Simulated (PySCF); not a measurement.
Si(Cl)(OH)2(NH2) (ClH4NO2Si), SMILES N[Si](O)(O)Cl.

Geometry: PBE0-D3(BJ)/def2-SVP. This is a generated structure with no PubChem entry under its InChIKey; it may be hypothetical. One conformer was computed; it need not be the lowest.

These are PySCF with TDA-PBE/def2-SVPD values and carry that method's errors.

Vertical excitations. Gas-phase values at a fixed geometry.

```tsv
state	energy (eV)	λ (nm)	f	main pairs
S1	5.85	212	0.017	HOMO→LUMO 99 %
S2	6.74	184	0.020	HOMO−1→LUMO 99 %
S3	6.89	180	0.030	HOMO−2→LUMO 99 %
S4	7.08	175	0.014	HOMO→LUMO+1 95 %
S5	7.11	174	0.012	HOMO→LUMO+2 97 %
S6	7.36	168	0.007	HOMO→LUMO+3 99 %
S7	7.48	166	0.087	HOMO−3→LUMO 95 %
S8	7.54	164	0.029	HOMO−4→LUMO 98 %
S9	7.91	157	0.011	HOMO−1→LUMO+1 50 %, HOMO→LUMO+4 31 %, HOMO−1→LUMO+2 13 %
S10	7.93	156	0.011	HOMO→LUMO+4 62 %, HOMO−1→LUMO+1 32 %
T1	5.68	218	0	HOMO→LUMO 99 %
T2	6.60	188	0	HOMO−1→LUMO 98 %
T3	6.76	183	0	HOMO−2→LUMO 97 %
T4	6.82	182	0	HOMO→LUMO+1 95 %
```
Triplets are in the Tamm–Dancoff approximation.
